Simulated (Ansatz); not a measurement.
`CNB(O)F` + `[NH2][GeH3]` → `OB(F)[NH][GeH3]` + CH₃NH₂  (ligand exchange at a B–N bond)

Computed with Ansatz on PBE0-D4/def2-TZVP structures; ΔE is electronic, products minus reactants. CCSD(T)/CBS is the MP2 limit (def2-TZVPP, def2-QZVPP) plus CCSD(T) − MP2 in def2-TZVPP, frozen cores. For Ge outer-core shells are correlated without core-valence functions, which leaves a few kJ/mol of doubt a bond. Scalar relativity is left out up to krypton. Each species was taken in one conformer, which may not be the lowest.

`CNB(O)F`:

Cartesian coordinates in Å:
```
C 1.349 -0.073 0.473
N -0.057 0.229 0.335
B -0.886 -0.208 -0.713
O -2.215 0.079 -0.841
F -0.361 -0.970 -1.680
H 1.557 -0.624 1.395
H 1.663 -0.693 -0.366
H 1.962 0.834 0.469
H -0.437 0.802 1.068
H -2.575 0.625 -0.141
```

`[NH2][GeH3]`:

Z-matrix (Å, degrees):
```
Ge
N 1 1.843
H 1 1.536 2 106.9
H 1 1.548 2 114.5 3 -120.5
H 1 1.536 2 106.8 3 119.0
H 2 1.011 1 113.7 3 59.1
H 2 1.011 1 113.6 3 -176.9
```

`OB(F)[NH][GeH3]`:

Cartesian coordinates in Å:
```
O -1.179 -1.113 -0.866
B 0.183 -1.065 -0.771
F 0.921 -1.989 -1.414
N 0.797 -0.061 -0.009
Ge -0.096 1.263 0.920
H -1.491 -1.838 -1.411
H 1.803 -0.058 0.038
H -1.003 0.632 1.986
H -0.931 2.109 -0.052
H 0.996 2.119 1.579
```

CH₃NH₂:

```xyz
7

C     0.191   -0.329   -0.422
N     0.014    0.605    0.677
H    -0.722   -0.844   -0.754
H     0.918   -1.092   -0.135
H     0.607    0.199   -1.283
H    -0.360    0.133    1.489
H    -0.649    1.328    0.427
```

```tsv
species	SCS-MP2/def2-TZVPP energy (Eh)
`CNB(O)F`	-295.45830
`[NH2][GeH3]`	-2133.23387
`OB(F)[NH][GeH3]`	-2333.03246
CH₃NH₂	-95.66487
```

Q: Work out ΔE.

A: ΔE = (-2333.03246) + (-95.66487) − (-295.45830) − (-2133.23387) = -0.00516 Eh = -13.5 kJ/mol. CCSD(T)/CBS gives -12.2 kJ/mol.

Largest T1 diagnostic among the species: 0.012.
